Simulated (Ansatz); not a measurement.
```yaml
crystal:
  periodic: [false, false, false]
  atoms:
    - {symbol: C, position_ang: [0.458039, 0.732878, 0.034697]}
    - {symbol: C, position_ang: [0.073022, -0.534002, -0.670417]}
    - {symbol: O, position_ang: [0.490008, -0.877860, -1.733059]}
    - {symbol: Se, position_ang: [-1.210136, -1.683284, 0.249866]}
    - {symbol: H, position_ang: [1.171204, 1.280219, -0.581113]}
    - {symbol: H, position_ang: [-0.428677, 1.344428, 0.212788]}
    - {symbol: H, position_ang: [0.903587, 0.500001, 1.003893]}
    - {symbol: H, position_ang: [-1.364847, -0.819381, 1.427444]}
basis:
  gaussian: {orbitals: def2-TZVPP}
hamiltonian: {xc: {name: wB97X-V}}
multiplicity: 3
output: {forces: true}
```

```sh
$ ansatz run in.yaml --threads 2 --pin off --events-out ev --progress --plain --max-ram 4352MiB
```

Shortened log:

```
Error: YAML parse error: error: line 15 column 1: unknown field `multiplicity`, expected one of crystal, accuracy, basis, kpoints, hamiltonian, magnetization, projection, total_charge, correlation, batch, efield, external_charges, scf, relax, neb, saddle, md, ramp, phonons, dielectric, real_time, elastic, magnetic_configurations, gw, evaluate, workflow, output, checkpoint, execution
13 |   gaussian: {orbitals: def2-TZVPP}
14 | hamiltonian: {xc: {name: wB97X-V}}
15 | multiplicity: 3
16 | output: {forces: true}
```

Problem. What is wrong with this run?

Solution. The input holds a key that doesn't belong there. The program refused the input.
